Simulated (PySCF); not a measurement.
HO₃S, SMILES [O-][S+]([O-])O, charge -1. Geometry optimised at PBE0-D3(BJ)/def2-SVPD. Other conformers were not sampled.

The numbers are results of PySCF with PBE0-D3(BJ)/def2-SVPD, not measurements.

Harmonic wavenumbers (cm⁻¹): 218, 362, 398, 524, 606, 1007, 1098, 1147, 3806. Rotational constants (GHz): 8.790, 7.872, 4.823; symmetry number 1.

Q: Work out the zero-point energy and the ideal-gas rigid-rotor harmonic-oscillator thermochemistry at 298.15 K and 1 atm.

A: ZPE = ½ Σ hcν = ½ × 9165 cm⁻¹ = 54.82 kJ/mol. H − E(el) = 69.04 kJ/mol. Entropy in J/(mol K): translation 163.56, rotation 102.01, vibration 22.22, total 287.78. G − E(el) = -16.77 kJ/mol. Cp = 66.52 J/(mol K).
